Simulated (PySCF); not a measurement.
Compound: C7H13O2P.
Atom-mapped SMILES: `[CH2:1]=[CH:2][P@@:3]1(=[O:4])[CH2:5][CH2:6][CH2:7][C@@H:8]1[O:9][CH3:10]`

Definitions: NICS(0) = −σiso at the ring centroid; NICS(1) = −σiso and NICS(1)zz = −σzz at ±1 Å along the ring normal z. Level: GIAO PBE0/pcSseg-1 (PySCF, non-relativistic, gas phase) on the GFN2-xTB geometry, one conformer.

Ring bond lengths (Å), with Mayer bond orders in brackets: P3–C5 1.851 (0.91), C5–C6 1.527 (1.03), C6–C7 1.528 (1.01), C7–C8 1.525 (1.02), C8–P3 1.884 (0.81).

What do the NICS probes read (ppm)?

```
          ring                                             type  NICS(0)  NICS(1), two faces  NICS(1)zz, two faces  rms pucker (Å)  centre to ring atoms, mean (Å)
P3–C5–C6–C7–C8  5-membered ring with P; formal bonds all single     -4.5         -4.8 / -2.4            -4.6 / 0.2            0.21                            1.38
```

What do they say, and how far can they be read as aromaticity?

- P3–C5–C6–C7–C8: mean NICS(1)zz -2.2 ppm, near zero. P3, C5, C6, C7, C8 have four or more neighbours, so the value isn't read as a sign of a π ring current. The two faces differ by 4.8 ppm, so no symmetry operation interchanges them.

At the first NICS(1) probe listed for ring P3–C5–C6–C7–C8, 1 Å off the ring, how large is the induced field along the normal in 1 T applied along it?

NICSzz × B0 = -4.6 ppm × 1 T = -5 μT, against the applied field.
